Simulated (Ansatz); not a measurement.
`FC1([SiH3])C[SiH2]1` → `FC1C[SiH2]1` + `[SiH2]`  (silylene formation by 1,1-elimination)

Gas-phase electronic energies from Ansatz, PBE0-D4/def2-TZVP geometries. CCSD(T)/CBS adds triple-zeta CCSD(T) − MP2 to the extrapolated MP2 energy (def2 sets, frozen cores). This one scheme is used for every species. DFT in def2-TZVPP. B3LYP here is the variant with VWN-RPA as its local correlation; programs differ in this. HSE06 is defined as in plane-wave codes.

Task: Is it downhill or uphill in electronic energy at CCSD(T)/CBS, and by how much? (Estimate.)

Result: Ansatz gave: Uphill: ΔE = +235.5 kJ/mol.

Task: What do these levels give: revPBE-D4, r2SCAN-D4, B3LYP-D4, PBE, PBE0, r2SCANh, HSE06, HF/def2-SVP, MP2/def2-SVP, MP2/def2-TZVPP, CCSD(T)/def2-TZVPP, MP2/def2-QZVPP? (Estimate.)

Result: The calculation gave: revPBE-D4 235.2, r2SCAN-D4 254.3, B3LYP-D4 230.3, PBE 228.4, PBE0 235.5, r2SCANh 251.2, HSE06 235.6, HF/def2-SVP 202.2, MP2/def2-SVP 239.2, MP2/def2-TZVPP 248.0, CCSD(T)/def2-TZVPP 227.2, MP2/def2-QZVPP 253.0 kJ/mol.

Task: What do rigid-rotor, harmonic-oscillator terms from PBE0-D4/def2-TZVP frequencies (298.15 K, 1 bar) make of the CCSD(T)/CBS value? (Estimate.)

Result: Computed: ΔZPE = -7.7 kJ/mol, ΔH = +231.4 kJ/mol, ΔS = 155 J/(mol·K), ΔG = +185.3 kJ/mol.

Largest T1 diagnostic among the species: 0.014.

At CCSD(T), def2-SVP lies −17.6 kJ/mol from the extrapolated value and def2-TZVPP −8.3 kJ/mol. From PBE to PBE0 (25 % exact exchange), in def2-TZVPP and without D4, ΔE moves by +7.1 kJ/mol.
